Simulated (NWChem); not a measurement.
# SiH₃SeBr; SMILES [SiH3][Se]Br

This build's default masses of Se (78.918 u) and Br (79.917 u) are each other's, which moves their modes by up to 0.6 %.

**Question.** Give the equilibrium geometry at PBE-D3(BJ)/def2-SVP (NWChem) as a Z-matrix, with the point group.

**Answer.** point group Cs; any orientation.
```
Si
H 1 1.5006
H 1 1.5006 2 110.25
H 1 1.5049 2 110.64 3 122.69
Se 1 2.3070 2 110.89 3 -123.25
Br 5 2.3671 1 94.84 2 61.37
```
